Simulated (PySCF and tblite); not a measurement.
The numbers below are computed, except where a source is named.
2 diastereomers of C₆H₉F₃OS, numbered alike:

| isomer | SMILES | descriptors (one enantiomer) |
| --- | --- | --- |
| A | [CH3:1][O:2][C@@H:3]1[CH2:4][CH2:5][S:6][C@@H:7]1[C:8]([F:9])([F:10])[F:11] | 3R, 7S |
| B | [CH3:1][O:2][C@H:3]1[CH2:4][CH2:5][S:6][C@@H:7]1[C:8]([F:9])([F:10])[F:11] | 3S, 7S |

Protocol: conformer search, at most 4 conformers an isomer, GFN2-xTB geometries, energies PBE0/pcSseg-1 (D3(BJ) added where defined), GIAO shieldings PBE0/pcSseg-1, weights at 298.15 K with GFN2-xTB thermal terms. Programs: PySCF with density fitting and tblite.

**Question.** What shifts does each isomer give (ppm; of two unlike H on one atom, a is the less shielded)?

**Answer.** 
A: ¹H (against TMS): 3.82 (H3, 1H), 3.69 (H7, 1H), 3.60 (H1, 3H), 2.80 (H5a, 1H), 2.79 (H5b, 1H), 2.54 (H4a, 1H), 1.98 (H4b, 1H). ¹³C (against TMS): 135.1 (C8), 88.9 (C3), 61.1 (C1), 52.5 (C7), 36.7 (C4), 30.0 (C5). ¹⁹F (against CFCl3): -83.0 (F9/F10/F11).

B: ¹H (against TMS): 4.04 (H3, 1H), 3.94 (H7, 1H), 3.54 (H1, 3H), 3.27 (H5a, 1H), 2.78 (H5b, 1H), 2.18 (H4a, 1H), 1.95 (H4b, 1H). ¹³C (against TMS): 135.2 (C8), 89.0 (C3), 59.8 (C7), 59.4 (C1), 40.0 (C4), 37.1 (C5). ¹⁹F (against CFCl3): -85.6 (F9/F10/F11).

**Question.** Which carbons tell the isomers apart best?

**Answer.** C7: 52.5 in A, 59.8 in B; C5: 30.0 in A, 37.1 in B; C4: 36.7 in A, 40.0 in B ppm.

Unscaled ¹⁹F shifts at such levels can be off by tens of ppm; differences between conformers or isomers are more reliable. Shifts are unscaled: against experiment ¹³C can be off by 15 ppm or more and ¹H by 0.8 ppm.
